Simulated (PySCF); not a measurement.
## How the functional moves excitation energies

Species: dimethylselenide, C₂H₆Se.
SMILES: `C[Se]C`

Linear-response calculations in the def2-SVPD basis (PySCF; singlets by full response, triplets Tamm–Dancoff, core orbitals frozen in the response; HF means time-dependent Hartree–Fock). 'Strongest' is the level of largest summed f among the singlets computed (10 roots, of which the last may lack a degenerate partner); it can jump between rows when another state enters that window. S1 is the lowest singlet of each run and needn't be the same state throughout; f(S1) is that of one state. Geometry: PBE0-D3(BJ)/def2-SVP; no solvent, vibrations or thermal averaging. Relativistic effects, spin–orbit coupling among them, are left out although an element past zinc is present.

```json
{"functional": "LDA", "kind": "LDA", "S1 (eV)": "4.40", "f(S1)": "0.000", "strongest (eV)": "6.94", "T1 (eV)": "4.06", "HOMO (eV)": "-4.97", "gap (eV)": "4.23", "ionisation energy, ΔSCF (eV)": "8.41"}
{"functional": "PBE", "kind": "GGA", "S1 (eV)": "4.39", "f(S1)": "0.000", "strongest (eV)": "7.01", "T1 (eV)": "3.99", "HOMO (eV)": "-4.88", "gap (eV)": "4.25", "ionisation energy, ΔSCF (eV)": "8.22"}
{"functional": "B3LYP", "kind": "global hybrid, 20% exact exchange", "S1 (eV)": "4.56", "f(S1)": "0.000", "strongest (eV)": "7.32", "T1 (eV)": "4.16", "HOMO (eV)": "-5.81", "gap (eV)": "5.70", "ionisation energy, ΔSCF (eV)": "8.35"}
{"functional": "PBE0", "kind": "global hybrid, 25% exact exchange", "S1 (eV)": "4.69", "f(S1)": "0.000", "strongest (eV)": "7.51", "T1 (eV)": "4.22", "HOMO (eV)": "-6.02", "gap (eV)": "6.18", "ionisation energy, ΔSCF (eV)": "8.29"}
{"functional": "BHandHLYP", "kind": "global hybrid, 50% exact exchange", "S1 (eV)": "4.83", "f(S1)": "0.000", "strongest (eV)": "7.84", "T1 (eV)": "4.36", "HOMO (eV)": "-7.04", "gap (eV)": "7.81", "ionisation energy, ΔSCF (eV)": "8.25"}
{"functional": "CAM-B3LYP", "kind": "range-separated hybrid", "S1 (eV)": "4.69", "f(S1)": "0.000", "strongest (eV)": "7.68", "T1 (eV)": "4.25", "HOMO (eV)": "-7.33", "gap (eV)": "8.24", "ionisation energy, ΔSCF (eV)": "8.38"}
{"functional": "wB97X-D", "kind": "range-separated hybrid", "S1 (eV)": "4.79", "f(S1)": "0.000", "strongest (eV)": "7.87", "T1 (eV)": "4.38", "HOMO (eV)": "-7.87", "gap (eV)": "9.59", "ionisation energy, ΔSCF (eV)": "8.33"}
{"functional": "LC-wPBE", "kind": "range-separated hybrid", "S1 (eV)": "4.92", "f(S1)": "0.000", "strongest (eV)": "8.79", "T1 (eV)": "4.38", "HOMO (eV)": "-8.68", "gap (eV)": "10.53", "ionisation energy, ΔSCF (eV)": "8.39"}
{"functional": "HF", "kind": "Hartree–Fock", "S1 (eV)": "5.17", "f(S1)": "0.000", "strongest (eV)": "9.07", "T1 (eV)": "4.56", "HOMO (eV)": "-8.62", "gap (eV)": "10.72", "ionisation energy, ΔSCF (eV)": "not settled"}
```

S1 runs from 4.39 eV (PBE) to 5.17 eV (HF), a spread of 0.78 eV, while the orbital gap spreads over 6.5 eV. Along PBE (0%), B3LYP (20%), PBE0 (25%), BHandHLYP (50%), HF (100%) S1 rises with the share of exact exchange. −ε(HOMO) comes closest to its own ΔSCF ionisation energy with LC-wPBE (+0.29 eV) and misses most with LDA (-3.44 eV). 'Not settled' means that the ion's SCF failed to converge or may have ended in another state than the lowest.
